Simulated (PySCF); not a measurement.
# C6H9O: g tensor and hyperfine couplings

Compound: C₆H₉O (doublet state).
Cartesian coordinates in Å at the GFN2-xTB level; atoms count from 1:
```xyz
16
C6H9O angstrom
C      1.8948    0.1984   -0.3027
C      0.3852    0.2714   -0.5992
C     -0.2008   -1.0883   -0.8638
C     -1.1899   -1.3859   -0.0368
C     -1.4723   -0.2817    0.9354
C     -0.4316    0.7242    0.5707
O     -0.6279    2.0490    0.8886
H      2.0729   -0.4490    0.5521
H      2.2920    1.1865   -0.0788
H      2.4282   -0.2016   -1.1619
H      0.2532    0.9307   -1.4756
H      0.1857   -1.7176   -1.6471
H     -1.7551   -2.3021   -0.0286
H     -2.4885    0.1183    0.8248
H     -1.3879   -0.6258    1.9737
H      0.0343    2.5824    0.4376
```

The hyperfine couplings belong to this conformer and change with its torsions.

As a line formula: `C[C@H]1C=CC[C]1O` [radical].

Method: UKS B3LYP, pcH-1 on C H O, non-relativistic, mean-field spin-orbit, GIAO (PySCF). One conformer (not necessarily the lowest) at the GFN2-xTB geometry, without solvent, vibrations or thermal averaging. The geometry wasn't refined by DFT: couplings that depend on bond lengths, twists or pyramidal angles can differ widely from those at the functional's own minimum. Stability of the SCF solution: not tested.

```json
{
  "g1, g2, g3": "2.00206, 2.00309, 2.00400",
  "g_iso": "2.00305",
  "Form of g": "rhombic: the two nearest values differ by 47 % of g3 − g1",
  "⟨S²⟩": "0.7537 (exact 0.7500)",
  "α and β electrons": "27, 26",
  "Total energy": "-309.22700 Eh"
}
```

Isotropic coupling and dipolar principal values T1 to T3, in G (MHz turned into gauss with g_iso; 10 G = 1 mT):

```
atom  isotope  a_iso     T1     T2    T3  Mulliken spin population
  C1      13C   23.7   -1.2   -1.1   2.4                      0.02
  C2      13C   -5.2   -0.9   -0.3   1.2                     -0.05
  C3      13C    0.9   -0.5   -0.3   0.9                      0.00
  C4      13C    1.7   -0.5   -0.2   0.7                      0.01
  C5      13C   -6.2   -0.8   -0.3   1.1                     -0.07
  C6      13C   52.6  -28.0  -27.3  55.3                      0.84
  O7      17O   -8.0  -20.8    9.9  10.8                      0.11
  H8       1H   -0.9   -1.8   -0.8   2.6                      0.00
  H9       1H   -1.0   -1.4   -0.9   2.3                      0.00
 H10       1H    2.3   -0.9   -0.7   1.6                      0.01
 H11       1H   22.6   -1.5   -1.4   2.9                      0.05
 H12       1H    0.1   -0.6   -0.5   1.1                      0.00
 H13       1H   -0.3   -0.6   -0.5   1.2                      0.00
 H14       1H   25.4   -1.5   -1.2   2.8                      0.05
 H15       1H   31.2   -1.8   -1.6   3.5                      0.03
 H16       1H   -3.8   -4.3   -3.1   7.4                      0.00
```

The largest Mulliken spin populations are on C6 (+0.84), O7 (+0.11) and C5 (-0.07). No atom but C6 exceeds +0.15. The positive populations add up to 1.12 and the negative ones to -0.12, together 2S = 1. The angles at C6 add up to 354.4°, so it is nearly planar.

Axes: g3 points within 5° of the O7–H16 bond.

Under fast tumbling the dipolar parts average out, and these isotropic splittings remain: 1 × 1H (H15, I = 1/2, 2 lines) with 3.12 mT, 1 × 1H (H14, I = 1/2, 2 lines) with 2.54 mT, 1 × 1H (H11, I = 1/2, 2 lines) with 2.26 mT and 1 × 1H (H16, I = 1/2, 2 lines) with 0.38 mT.

The 13C coupling of C6 (147.4 MHz) shows only in satellite lines or after enrichment, since that isotope makes up about 1.07 % of natural carbon.

The 17O coupling of O7 (-22.4 MHz) shows only in satellite lines or after enrichment, since that isotope makes up about 0.038 % of natural oxygen.

β density exceeds α density at some nuclei, such as C5 (-0.0155), C2 (-0.0129) and H16 (-0.0024), spin density in bohr⁻³. In a single determinant that takes different orbitals for the two spins, that is spin polarisation.
